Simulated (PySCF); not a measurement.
Calculated NMR data

PySCF calculation with couplings computed with B3LYP/pcJ-1, geometry from PBE0-D3(BJ)/def2-SVP and PBE0/pcSseg-1 with gauge-including orbitals; non-relativistic, one averaged value for each set of equivalent atoms, single conformer, gas phase.

Chemical shifts δ = σref − σ; $^{1}$H (σref 31.27) and $^{13}$C (σref 184.41) against TMS, all at this level. Multiplet labels drop J under 1 Hz and among equivalent protons, and merge close values. Unscaled 3J(H,H) run several per cent high. One-bond C–F couplings are unscaled and too large by tens of Hz. Couplings to H on boron are left out. Carbons bonded to boron are broad in practice. Shifts are as computed. Against solution values, carbons near 30 ppm lie about +2 ppm off and those near 130 ppm about +5 ppm. Of 1313 compounds with measured shifts, 239 miss one by over three times the rms of a fit or turn the order of signals round; such compounds aren't used in these exercises. For the larger molecules the spin–dipole term is left out of H,H and C,H couplings. OH and NH positions are gas-phase values without hydrogen bonding to other molecules.

**1.** SMILES C(=C\C)/F, C$_{3}$H$_{5}$F. $^{1}$H NMR (400 MHz, computed): δ 6.63 (ddq, J = 90.1, 12.2, 2.4 Hz, 1H), 5.44 (ddq, J = 15.5, 12.2, 8.4 Hz, 1H), 1.63 (ddd, J = 8.4, 4.4, 2.4 Hz, 3H). $^{13}$C{$^{1}$H} NMR (computed): δ 158.2 (d, J = 335.3 Hz), 112.1 (d, J = 11.5 Hz), 12.9 (d, J = 6.8 Hz).

**2.** SMILES BNCC=C, C$_{3}$H$_{8}$BN. $^{1}$H NMR (400 MHz, computed): δ 6.13 (ddt, J = 18.3, 11.8, 3.7 Hz, 1H), 5.62 (dtd, J = 18.3, 3.3, 1.9 Hz, 1H), 5.52 (dtd, J = 11.8, 3.3, 1.9 Hz, 1H), 4.78 (br, 2H), 4.44 (br s, 1H), 3.86 (q, J = 3.4 Hz, 2H). $^{13}$C{$^{1}$H} NMR (computed): δ 147.1 (CH), 120.2 (CH2), 55.2 (CH2).
